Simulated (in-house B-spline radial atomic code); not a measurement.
**Ga VII (Ga6+): [Ar] 3d7**

Computed with a radial B-spline atomic code at the basis-set limit: non-relativistic PBE0, spin-polarised, spherical fractional occupations, point nucleus.

Screening seen three ways: the hydrogenic charge with the same mean radius, Z_r = [3n² - l(l+1)]/(2<r>), the one with the same energy, Z_e = n√(-2ε), and Slater's rules. Values are occupation-weighted means over spin.

```tsv
shell	electrons	ε (eV)	<r> (bohr)	Z_r	Z_e	Slater
1s	2	-10266	0.04943	30.35	27.47	30.70
2s	2	-1374	0.2212	27.12	20.10	26.85
2p	6	-1229.9	0.1921	26.03	19.02	26.85
3s	2	-264.06	0.6432	20.99	13.22	19.75
3p	6	-216.03	0.6541	19.11	11.95	19.75
3d	7	-133.77	0.675	15.56	9.41	10.90
```

The least bound orbital is 3d down at -126.5 eV, and it is also the most diffuse (<r> = 0.6869 bohr).

Caution: exact exchange at fractional occupations of open shells leaves self-interaction of up to several eV.
